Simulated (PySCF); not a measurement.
# Se: excitation energy

Se [Ar] 3d10 4s2 4p4 (3P) → Se [Ar] 3d10 4s2 4p3 5s1 (5S), as a difference of total energies. Calculation: PySCF 2.14, in aug-cc-pVTZ-PP with ECP10MDF (6s5p4d2f, 55 functions); a scalar-relativistic core potential. Correlated levels: valence: 3s2 3p6 3d10 frozen. The calculations carry no spin-orbit coupling.

```tsv
method	excitation energy (eV)	error (eV)
UHF	5.261	-0.596
LDA	5.934	+0.077
PBE	5.821	-0.036
PBE0	5.902	+0.045
r2SCAN	6.086	+0.229
BP86	5.939	+0.082
wB97M-V	5.995	+0.138
BLYP	5.999	+0.142
M06-2X	5.996	+0.139
MP2 (valence)	5.648	-0.209
SCS-MP2 (valence)	5.837	-0.020
```

Reference: 5.857 eV (measured; NIST levels, between the centres of gravity of the two terms).

Errors of the correlated levels include the incompleteness of this basis and the frozen core.
